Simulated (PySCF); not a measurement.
Computed IR spectrum (relative IR intensity) of a molecule C₃HBrClF. The structure is a stationary point at r2SCAN-D4/def2-SVP. One conformer was computed; it need not be the lowest. Calculation: r2SCAN-D4/def2-SVP (PySCF). Frequencies are harmonic and unscaled.

```tsv
ν (cm⁻¹)	relative intensity
421	2.4
532	2.9
648	9.5
693	41
793	4.5
1088	49
1185	21
1400	21
2063	100
```

Q: Identify the compound among the candidates.
A) FC=C=C(Cl)Br
B) FC(Cl)=C=CBr
C) FC(Br)=C=CCl

A: B, FC(Cl)=C=CBr
